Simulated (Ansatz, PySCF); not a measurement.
Complex: HCl (SMILES Cl) (first 2 atoms) with CH3F (SMILES CF); geometry from B3LYP-D3(BJ)/def2-TZVP, rigid monomers moved along the line of their centres of mass till H2···F4 is 2.71 Å.
(charge 0, multiplicity 1):
```csv
atom,x (Å),y (Å),z (Å)
Cl,0.1652,0.0521,-0.1361
H,0.2154,0.5086,1.0704
C,-0.5728,-0.5457,4.2968
F,-0.0334,0.6344,3.7647
H,0.1436,-0.9551,5.0075
H,-1.5098,-0.2966,4.7927
H,-0.7447,-1.2437,3.4783
```

Counterpoise-corrected where a basis set is named; no monomer relaxation. Rows marked so take none.

Cores are frozen in the correlated methods. CBS(a, b) extrapolates the correlation energy as X⁻³ and adds the Hartree–Fock energy of set b. Rows in 6-31G* carry no dispersion term and start afresh at each structure (6-31G* with six Cartesian d functions).

The values were computed with Ansatz (Gaussian basis) for Hartree–Fock, density functionals and correlated methods; PySCF for 6-31G* rows, the dispersion terms. 

| level | interaction energy (kJ/mol) |
|---|---|
| HF/aug-cc-pV(T+d)Z | -7.4 |
| BP86/6-31G* (no counterpoise) | [?] |
| r2SCAN-D3(BJ)/def2-TZVPPD | -9.2 |
| M06-2X/6-31G* (no counterpoise) | [?] |
| wB97M-V/def2-TZVPPD | -8.9 |
| MP2/CBS(aug-cc-pV(D+d)Z, aug-cc-pV(T+d)Z) | -9.5 |
| CCSD/aug-cc-pV(D+d)Z | -8.5 |
| CCSD(T)/aug-cc-pV(T+d)Z | -9.1 |
| CCSD(T)/CBS(aug-cc-pV(D+d)Z, aug-cc-pV(T+d)Z) | -9.3 |

Task: Some entries are withheld; supply them.

Result: 
- BP86/6-31G* (no counterpoise), interaction energy (kJ/mol): -10.9
- M06-2X/6-31G* (no counterpoise), interaction energy (kJ/mol): -13.0

Ansatz is a program for electronic structure.
